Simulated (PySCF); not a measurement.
## Lu²⁺: ionisation energy

Lu²⁺ [Xe] 4f14 6s1 [6s1/2^1, M_J = 1/2] → Lu³⁺ [Xe] 4f14, as a difference of total energies. All numbers are calculated (PySCF 2.14, the two-component X2C-1e Hamiltonian, in x2c-SVPall-2c (7s10p9d2f1g, 105 functions)). Correlated levels: [Ar] 3d10 frozen; the 6 highest virtual spinors dropped. "Screened" scales the spin-orbit matrix elements by Boettger's factors to mimic the two-electron term; Breit and QED terms are absent.

```json
{"method": "GHF (spin-free)", "ionisation energy (eV)": "19.764", "error (eV)": "-1.195"}
{"method": "GMP2 (spin-free)", "ionisation energy (eV)": "20.477", "error (eV)": "-0.482"}
{"method": "GHF (screened spin-orbit)", "ionisation energy (eV)": "19.766", "error (eV)": "-1.193"}
{"method": "GMP2 (screened spin-orbit)", "ionisation energy (eV)": "20.479", "error (eV)": "-0.480"}
```

Reference: 20.959 eV (measured; NIST Atomic Spectra Database, ionization energies).

Errors of the correlated levels include the incompleteness of this basis and the frozen core.
